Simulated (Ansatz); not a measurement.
```yaml
crystal:
  periodic: [false, false, false]
  atoms:
    - {symbol: Ga, position_ang: [0.507657, 1.418639, -0.911747]}
    - {symbol: H, position_ang: [1.815520, 0.568533, -1.040204]}
    - {symbol: H, position_ang: [0.251210, 2.839196, -1.501099]}
    - {symbol: S, position_ang: [-1.133315, 0.516927, 0.213145]}
    - {symbol: C, position_ang: [-0.455579, -1.089972, 0.728257]}
    - {symbol: H, position_ang: [0.537662, -1.255076, 0.312368]}
    - {symbol: H, position_ang: [-1.123920, -1.878268, 0.383386]}
    - {symbol: H, position_ang: [-0.399243, -1.119968, 1.815885]}
basis:
  gaussian: {orbitals: def2-SVP}
hamiltonian: {xc: {name: revPBE}, dispersion: d3bjatm}
scf: {omitted_lower_state_checks: [starts]}
output: {forces: true}
```

```sh
$ ansatz run in.yaml --threads 4 --pin off --events-out ev --progress --plain --max-ram 3916MiB
```

Output, abridged:

```
Functional definition: revPBE
1008 factors; their error is unknown
mean field evaluation 1: about -64309.6296 eV, gradient 5.2e1 eV
mean field evaluation 2: about -64299.6167 eV, gradient 8.0e1 eV
mean field evaluation 4: about -64315.2772 eV, gradient 5.6e0 eV
mean field evaluation 8: about -64315.3787 eV, gradient 1.0e-1 eV
mean field evaluation 16: about -64315.3295 eV, gradient 9.7e-5 eV
mean field -64315.32954179 eV, -2363.5447661647 hartree, gradient 1.5e-5 eV, S^2 0.000000; 0 other end points of the search recorded, 0 dependent functions left out
reference -64315.32958897 eV, -2363.5447678985 hartree; 29, 29 occupied and 60, 60 virtual orbitals, 1008 factors
Total energy: -64315.69653141 eV, -2363.5582527846 hartree
Atom 0 at     0.507657     1.418639    -0.911747 Å, force     0.210782     0.124751    -0.144707 eV/Å
Atom 1 at     1.815520     0.568533    -1.040204 Å, force     0.173438    -0.126616    -0.014034 eV/Å
Atom 2 at     0.251210     2.839196    -1.501099 Å, force    -0.060349     0.199153    -0.073244 eV/Å
Atom 3 at    -1.133315     0.516927     0.213145 Å, force    -0.531229     0.330023     0.055096 eV/Å
Atom 4 at    -0.455579    -1.089972     0.728257 Å, force    -0.006530     0.092519    -0.045133 eV/Å
Atom 5 at     0.537662    -1.255076     0.312368 Å, force     0.540833    -0.129446    -0.202431 eV/Å
Atom 6 at    -1.123920    -1.878268     0.383386 Å, force    -0.360844    -0.450281    -0.178957 eV/Å
Atom 7 at    -0.399243    -1.119968     1.815885 Å, force     0.033899    -0.040103     0.603409 eV/Å
Dipole moment:     0.173421    -0.232661     0.043725 e Å
Checks for a lower state left out: starts
```

Hardware: 4 threads of Arm Neoverse V2 on a shared host. Wall time 0.75 s.
